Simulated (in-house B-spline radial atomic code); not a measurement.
A fraction x of an electron is removed from 4d in Tm3+, starting from [Xe] 4f12 and keeping the highest spin. Method: scalar-relativistic (X2C) PBEsol, spin-polarised, spherical fractional occupations, Fermi nucleus of rms radius 5.2256 fm. Calculated with a B-spline radial code for spherical atoms.

| x | E(x) - E(0) (eV) | 4d down level (eV) |
| --- | --- | --- |
| 0 | 0.0000 | -203.646 |
| 0.05 | 10.2093 | -204.729 |
| 0.15 | 30.7913 | -206.915 |
| 0.34 | 70.5053 | -211.143 |
| 0.48 | 100.2870 | -214.319 |
| 0.5 | 104.5780 | -214.776 |
| 0.57 | 119.6686 | -216.385 |
| 0.72 | ? | ? |
| 0.79 | ? | ? |
| 0.92 | 196.8331 | -224.601 |

**Question.** What belongs in the row x = 0.72?

**Answer.** An energy change of 152.3872 eV; 4d down at -219.872 eV.

**Question.** What belongs in the row x = 0.79?

**Answer.** An energy change of 167.8358 eV; 4d down at -221.517 eV.

**Question.** Check Janak's theorem between x = 0.05 and 0.15.

**Answer.** The slope of the energy is 205.82 eV; the orbital levels give 205.82 eV (-ε of the emptying orbital, averaged over the two points).
